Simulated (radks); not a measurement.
Charge is removed step by step from the 3d down level of neutral copper, starting from [Ar] 3d(up 5, down 5) 4s1. Calculated with a radial shooting solver on a logarithmic mesh with Libxc functionals: scalar-relativistic Kohn-Sham, BLYP, spin-polarised, spherical densities, point nucleus; open shells are filled with parallel spins first.

[
 {"removed (e)": "0", "E - E(0) (eV)": "0.000", "eigenvalue (eV)": "-4.879", "E minus straight line (eV)": "0.000"},
 {"removed (e)": "0.1", "E - E(0) (eV)": "0.544", "eigenvalue (eV)": "-6.001", "E minus straight line (eV)": "-0.571"},
 {"removed (e)": "0.2", "E - E(0) (eV)": "1.202", "eigenvalue (eV)": "-7.173", "E minus straight line (eV)": "-1.028"},
 {"removed (e)": "0.3", "E - E(0) (eV)": "1.980", "eigenvalue (eV)": "-8.394", "E minus straight line (eV)": "-1.364"},
 {"removed (e)": "0.4", "E - E(0) (eV)": "2.882", "eigenvalue (eV)": "-9.660", "E minus straight line (eV)": "-1.577"},
 {"removed (e)": "0.5", "E - E(0) (eV)": "3.913", "eigenvalue (eV)": "-10.971", "E minus straight line (eV)": "-1.660"},
 {"removed (e)": "0.6", "E - E(0) (eV)": "5.077", "eigenvalue (eV)": "-12.324", "E minus straight line (eV)": "-1.611"},
 {"removed (e)": "0.7", "E - E(0) (eV)": "6.379", "eigenvalue (eV)": "-13.717", "E minus straight line (eV)": "-1.424"},
 {"removed (e)": "0.8", "E - E(0) (eV)": "7.822", "eigenvalue (eV)": "-15.150", "E minus straight line (eV)": "-1.096"},
 {"removed (e)": "0.9", "E - E(0) (eV)": "9.410", "eigenvalue (eV)": "-16.620", "E minus straight line (eV)": "-0.622"},
 {"removed (e)": "1", "E - E(0) (eV)": "11.147", "eigenvalue (eV)": "-18.127", "E minus straight line (eV)": "0.000"}
]

Removing the whole electron costs 11.147 eV by Delta-SCF, against 4.879 eV from minus the eigenvalue at the starting occupation. Slater's transition state (half an electron removed) gives 10.971 eV. Integrating minus the eigenvalue over the occupation (Janak's theorem) gives 11.148 eV. In this scalar-relativistic scheme the density is built from large components alone, so the theorem holds only approximately. The mean slope of the eigenvalue, de/dn, is 13.2 eV per electron.
